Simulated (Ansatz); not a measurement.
Consider the atomization: `N[SiH2][Si](N)(O)O` → 8 H• + 2 N• + 2 O• + 2 Si•.

Program: Ansatz. Geometries: PBE0-D4/def2-TZVP. ΔE: electronic, gas phase. CBS: MP2 limit from def2 TZ/QZ plus the TZ coupled-cluster correction, frozen cores. This one scheme is used for every species, atoms too. DFT in def2-TZVPP. No spin–orbit coupling; open shells (•) take unrestricted orbitals. Spin–orbit coupling would lower the free atoms: a little for O, Si. Each species was taken in one conformer, which may not be the lowest.

CCSD(T)/CBS gives +52.62 eV.

Task: Another level gave +52.96 eV. Which?
A. PBE-D4/def2-TZVPP
B. B2PLYP/def2-TZVPP
C. ωB97X-V/def2-TZVPP
D. r2SCAN/def2-TZVPP

Result: A. PBE-D4 52.96, ωB97X-V 52.68, r2SCAN 52.09, B2PLYP 51.74 eV.

Largest T1 diagnostic among the species: 0.012.

In def2-TZVPP, CCSD(T) changes the Hartree–Fock value by +14.60 eV (the triples alone add +0.78 eV) and MP2 by +15.44 eV; breaking electron pairs costs correlation energy, which Hartree–Fock lacks. From PBE to PBE0 (25 % exact exchange), in def2-TZVPP and without D4, ΔE moves by −1.06 eV: exact exchange takes away binding that semilocal exchange gives to molecules.

For atomizations the MP2-based limit and the directly extrapolated one differ by several kJ/mol either way, and by 10 to 25 for some Ge, Se and Sn compounds, so smaller differences from it don't rank the levels.
